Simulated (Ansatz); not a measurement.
`N[SiH2]N[SiH](N)Cl`. Charge 0, multiplicity 1. The structure was optimised at the PBE0-D4/def2-TZVP level. It is one conformer, not always the lowest.

```xyz
14

N    -1.211   -1.391   -0.802
Si   -0.761    0.195   -1.319
N    -0.346    1.152    0.054
Si    0.888    0.869    1.208
N     1.156   -0.800    1.246
Cl    2.686    1.797    0.757
H    -1.087   -2.150   -1.454
H    -2.059   -1.517   -0.271
H     0.363   -0.035   -2.261
H    -1.838    0.963   -2.004
H    -0.836    2.031    0.134
H     0.492    1.514    2.480
H     2.054   -1.207    1.436
H     0.499   -1.422    0.798
```

(1) What is the dipole moment at ωB97M-V/def2-TZVPP? (Best estimate.)

(2) And with PBE, r2SCAN, B3LYP? (Estimate.)

(3) Give the Mulliken charges with ωB97M-V, B3LYP, PBE in def2-TZVPP. (Estimate.)

Results:

(1) Ansatz gave: 3.30 D, with components (-2.49, -2.08, -0.60) D in this frame, pointing from negative to positive charge.

(2) Ansatz gave: PBE 3.28 D, r2SCAN 3.33 D, B3LYP 3.29 D.

(3) Ansatz gave: 
| atom | ωB97M-V | B3LYP | PBE |
| --- | --- | --- | --- |
| N1 | -0.39 | -0.42 | -0.40 |
| Si2 | 0.36 | 0.43 | 0.33 |
| N3 | -0.35 | -0.34 | -0.28 |
| Si4 | 0.54 | 0.59 | 0.48 |
| N5 | -0.38 | -0.39 | -0.38 |
| Cl6 | -0.25 | -0.29 | -0.26 |
| H7 | 0.13 | 0.14 | 0.16 |
| H8 | 0.13 | 0.14 | 0.15 |
| H9 | -0.03 | -0.08 | -0.07 |
| H10 | -0.05 | -0.10 | -0.09 |
| H11 | 0.11 | 0.13 | 0.14 |
| H12 | -0.05 | -0.10 | -0.09 |
| H13 | 0.12 | 0.14 | 0.15 |
| H14 | 0.14 | 0.14 | 0.15 |

B3LYP here is the variant with VWN-RPA as its local correlation; programs differ in this.
